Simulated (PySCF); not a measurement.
## Dipole moment and polarisability of `CB(C)c1ccco1`

Compound: C6H9BO.
Geometry (PBE0-D3(BJ)/def2-SVP, Å), atoms numbered from 1 in this order:
```
atom  x, y, z in Å
C1    -1.5512    1.5149   -0.2850
B2    -0.9677    0.0702   -0.0785
C3    -1.9313   -1.1593    0.1158
C4     0.5578   -0.1504   -0.0665
C5     1.3464   -1.2822    0.0099
C6     2.7018   -0.8672   -0.0222
C7     2.6555    0.4988   -0.1158
O8     1.3983    0.9337   -0.1436
H9    -0.8543    2.3245   -0.0258
H10   -1.7656    1.6151   -1.3672
H11   -2.5132    1.6690    0.2284
H12   -2.2390   -1.1615    1.1792
H13   -1.4888   -2.1447   -0.0914
H14   -2.8631   -1.0552   -0.4628
H15    0.9750   -2.3033    0.0793
H16    3.5960   -1.4856    0.0178
H17    3.4340    1.2580   -0.1684
```

Level: CAM-B3LYP/def2-SVPD (PySCF), static field, nuclei fixed, core orbitals frozen in the response. The polarisability tensor in these axes (au):

```
x   118.83  -2.62  -0.09
y    -2.62  88.54  -3.29
z    -0.09  -3.29  60.69
```

Question: What are the eigenvalues, a third of the trace, and Δα (Δα² = ½Σ(αi − αj)² over the three pairs)?

Answer: Principal values 60.31, 88.70 and 119.06 au; mean 89.35 au = 13.24 Å³ = 14.73 × 10⁻⁴⁰ C²·m²/J; Δα = 50.89 au (57 % of the mean).

Question: What is the dipole moment, and where does it point?

Answer: (0.94, -0.66, 0.04) D, 1.15 D in size, pointing from the negative to the positive side. Measured along this direction, the outermost atoms are H11 at the negative end and H16 at the positive end.

Question: What would n − 1 = 2πNα be for an ideal gas of these molecules at 298.15 K and 1 atm, electronic part alone?

Answer: N = p/kT = 2.4615 × 10¹⁹ cm⁻³, so n − 1 = 2π × N × 13.24 × 10⁻²⁴ cm³ = 2048 × 10⁻⁶ at long wavelengths, for an ideal gas.

Question: Rayleigh depolarisation ratio (linearly polarised light, static tensor)?

Answer: ρ = 3Δα²/(45ᾱ² + 4Δα²) = 7769.5/(359284 + 10359.3) = 0.021.

Question: Give the principal axes and the span of the nuclei along them.

Answer: Largest value along (1.00, -0.09, 0.00), where the nuclei span 6.47 Å; middle along (0.09, 0.99, -0.12), 4.47 Å; least along (0.01, 0.12, 0.99), 2.20 Å. The response follows the extents in order.

Question: How large is μ²/3kT at 273 K beside α?

Answer: In Gaussian units μ²/3kT = 11.63 Å³ against 13.24 Å³, a ratio of 0.88; the Debye molar polarisation (4π/3)N_A(α + μ²/3kT) is 62.7 cm³/mol, leaving out the vibrational part.

Question: Estimate the molar refractivity from the static electronic polarisability.

Answer: Lorentz–Lorenz: R = (4π/3)N_A α = 2.5225 cm³/(mol·Å³) × 13.24 Å³ = 33.4 cm³/mol, in the limit of long wavelengths.

Geometry: PBE0-D3(BJ)/def2-SVP; no solvent, vibrations or thermal averaging.
